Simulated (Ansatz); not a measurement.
CH6BNOSn. Total charge 0; spin multiplicity 1. Sn: def2 effective core potential. The bonds changed during the relaxation, so this is another structure than the one it started from.

```xyz
11

B     1.778   -1.282    0.294
Sn    1.806    0.765   -0.643
N    -0.282    1.294    0.301
C    -1.394    0.696    0.231
O    -1.512   -0.424   -0.456
H     1.092   -1.581    1.237
H     2.578   -2.112   -0.047
H     0.970    0.200   -2.090
H    -0.326    2.140    0.853
H    -2.298    1.065    0.722
H    -2.412   -0.760   -0.403
```

Task: List the harmonic frequencies (cm⁻¹, unscaled) at PBE0-D4/def2-TZVP in Ansatz. (Estimate.)

Result: Ansatz gave: 45, 96, 120, 204, 246, 267, 317, 459, 464, 527, 543, 683, 804, 858, 1033, 1135, 1147, 1222, 1352, 1448, 1717, 1768, 2529, 2611, 3106, 3601, 3861.

Task: Is this a minimum?

Result: Yes, all 27 modes are real.

Task: Give the ideal-gas thermochemistry at 298.15 K and 1 bar (rigid rotor, harmonic oscillator; point group C1, symmetry number 1).

Result: Zero-point energy 192.4 kJ/mol; H(298) − E = 216.7 kJ/mol; entropy 382.6 J/(mol·K), of which translation 173.5, rotation 116.8, vibration 92.4; G(298) − E = 102.6 kJ/mol. Modes under 100 cm⁻¹ are hindered rotations or soft bends, so the harmonic entropy is rough.

Task: And at 400, 500, 600, 800 and 1000 K?

Result: 
```json
{"T (K)": "400", "H − E (kJ/mol)": "230.1", "S (J/mol/K)": "421.4", "G − E (kJ/mol)": "61.6"}
{"T (K)": "500", "H − E (kJ/mol)": "245.1", "S (J/mol/K)": "454.8", "G − E (kJ/mol)": "17.7"}
{"T (K)": "600", "H − E (kJ/mol)": "261.6", "S (J/mol/K)": "484.7", "G − E (kJ/mol)": "-29.3"}
{"T (K)": "800", "H − E (kJ/mol)": "297.8", "S (J/mol/K)": "536.6", "G − E (kJ/mol)": "-131.6"}
{"T (K)": "1000", "H − E (kJ/mol)": "337.3", "S (J/mol/K)": "580.7", "G − E (kJ/mol)": "-243.4"}
```
